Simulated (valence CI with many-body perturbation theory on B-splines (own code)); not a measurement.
Results of a calculation; reference values are marked as such.
Cd34+: magnetic and hyperfine properties of the levels

Method: relativistic CI+MBPT: four valence electrons over a frozen Dirac-Fock core [Ne], a basis of 11 s, 11 p, 10 d, 8 f, 5 g, 2 h functions for each j, with the one-electron correlation potential Σ1, the two-electron term Σ2, the three-electron term Σ3, Breit, model QED; selected CI, second order for the rest, scaled by the run's own slope (own B-spline code, finite nucleus).

No measured spectrum was set against this ion. As an estimate, large intervals hold to a few tenths of a per cent, small ones and those within an open d or f shell to about a per cent. Among the levels kept, up to 700 cm⁻¹ of a level comes from second order outside the variational space, and about a tenth of that is noise between levels of different J, which matters for small intervals.

A/g_I is the dipole constant over the nuclear g factor μ/I (μ in nuclear magnetons, uniformly magnetised nucleus), B/Q the quadrupole constant per barn. Both hold the static response of the core; the bare values leave it out. Large factors of s and p1/2 electrons are usually good to 5 to 10 %; those of open d and f shells near neutrality can be off by tens of per cent, and small factors of p3/2, d and f electrons come from cancelling terms and can be off by a factor of two or in sign, in half-filled shells by more. B is blank for J = 1/2, where it vanishes, and for nearly pure S terms. Energies count from the lowest level. Levels with J = 0 are left out.

Levels are named by their leading jj configuration (3d3/2^4 stands for four electrons in 3d with j = 3/2), which in mixed levels can hold well under half, so a name can repeat and another be missing. Letters in brackets count levels of one name in rising energy.

```
                         Level  E (cm⁻¹)      g  A/g_I (MHz)  A/g_I bare  B/Q (MHz/b)  B/Q bare
        (3s^2 3p1/2 3p3/2) J=1    327280  1.497       -11900      -10200        43800     42900
        (3s^2 3p1/2 3p3/2) J=2    371000  1.208       104000      102000        61500     60300
            (3s^2 3p3/2^2) J=2    730090  1.283        49700       49400        26000     25500
        (3s 3p1/2^2 3p3/2) J=2   1005400  1.696       242000      237000        55900     54800
        (3s 3p1/2^2 3p3/2) J=1   1144800  0.903      -131000     -126000        65300     64000
    (3s 3p1/2 3p3/2^2) J=2 [a]   1300100  1.463       154000      151000        44000     43200
        (3s^2 3p1/2 3d3/2) J=2   1335500  0.819        81600       80400         2580      3340
        (3s 3p1/2 3p3/2^2) J=3   1373800  1.310       190000      186000       -16700    -16100
    (3s 3p1/2 3p3/2^2) J=1 [a]   1489500  1.170        46500       46600       -40600    -39600
    (3s 3p1/2 3p3/2^2) J=2 [b]   1515800  1.042       -12000      -10400         5830      6250
        (3s^2 3p1/2 3d5/2) J=3   1531300  1.120        77000       75900        41100     41200
        (3s^2 3p1/2 3d3/2) J=1   1550300  1.091       171000      167000       -27600    -26800
        (3s^2 3p1/2 3d5/2) J=2   1597300  1.277        59300       58900         7700      7920
    (3s 3p1/2 3p3/2^2) J=1 [b]   1618900  1.316        17500       19000        28700     28200
    (3s^2 3p3/2 3d5/2) J=2 [a]   1752100  1.319       130000      128000       -62800    -61300
        (3s^2 3p3/2 3d5/2) J=4   1812800  1.246        23700       24300       107000    106000
        (3s^2 3p3/2 3d3/2) J=1   1844900  1.164        42100       42400       -33000    -32600
        (3s^2 3p3/2 3d3/2) J=2   1848300  1.064        18200       19000       -13600    -13300
        (3s^2 3p3/2 3d3/2) J=3   1856400  1.190        44400       44500        43800     43500
        (3s^2 3p3/2 3d5/2) J=1   1981100  1.299       -83800      -79300       -10000     -9720
    (3s^2 3p3/2 3d5/2) J=2 [b]   1995000  1.284       137000      134000       -67000    -65600
        (3s^2 3p3/2 3d5/2) J=3   1999800  1.112        29800       29900        42300     42500
        (3s 3p1/2^2 3d3/2) J=1   2031200  0.304      -171000     -165000         5330      5670
        (3s 3p1/2^2 3d3/2) J=2   2051400  1.204       174000      170000        14100     14500
              (3s 3p3/2^3) J=1   2101800  1.026       -62500      -59500        -1380     -1120
        (3s 3p1/2^2 3d5/2) J=3   2156300  1.377       133000      131000        21900     22600
         (3p1/2^2 3p3/2^2) J=2   2165100  1.229        -9800       -7540       -15600    -14900
(3s 3p1/2 3p3/2 3d3/2) J=2 [a]   2294700  0.959        14000       14600        -1080      -698
(3s 3p1/2 3p3/2 3d3/2) J=1 [a]   2307300  1.262       127000      125000       -42200    -41700
(3s 3p1/2 3p3/2 3d3/2) J=3 [a]   2326600  1.217       138000      136000       -16500    -15900
(3s 3p1/2 3p3/2 3d3/2) J=2 [b]   2341500  1.185        79600       78800       -13800    -13400
(3s 3p1/2 3p3/2 3d5/2) J=4 [a]   2363800  1.326       116000      114000        46600     46600
(3s 3p1/2 3p3/2 3d5/2) J=4 [b]   2390000  1.345       138000      136000        69800     68900
(3s 3p1/2 3p3/2 3d5/2) J=3 [a]   2448900  1.417       130000      128000        35500     34900
```

Take the isotope of mass number 113, with I = 1/2, μ = -0.6213 μN. What is the hyperfine structure of (3s 3p1/2 3p3/2^2) J=3?

From the table A = -236000 MHz. Shifts from the centre of gravity in MHz: F = 5/2: 472000, F = 7/2: -354000.
